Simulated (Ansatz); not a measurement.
`COB(F)[SiH2]F` + `N[SiH2]S` → `N[SiH2]S[SiH2]F` + `COBF`  (cleavage of the Si–B bond)

Program: Ansatz. Geometries: PBE0-D4/def2-TZVP. ΔE: electronic, gas phase. CCSD(T)/CBS is the MP2 limit (def2-TZVPP, def2-QZVPP) plus CCSD(T) − MP2 in def2-TZVPP, frozen cores. Functionals use def2-TZVPP. B3LYP here is the variant with VWN-RPA as its local correlation; programs differ in this. One conformer a species, not always the lowest.

| level | ΔE (kJ/mol) |
| --- | --- |
| B3LYP-D4 | -102.9 |
| PBE | -97.1 |

Task: What does CCSD(T)/CBS give? (Best estimate.)

Result: The calculation gave: -108.5 kJ/mol. The listed levels differ from it by 5.6, 11.4 kJ/mol.

Largest T1 diagnostic among the species: 0.013.

From PBE to PBE0 (25 % exact exchange), in def2-TZVPP and without D4, ΔE moves by −4.9 kJ/mol. The D4 term adds −4.0 kJ/mol with B3LYP and −2.1 kJ/mol with PBE0; it sums over pairs of atoms, weighted by their polarisabilities, and B3LYP, whose exchange is more repulsive, gets the larger term.
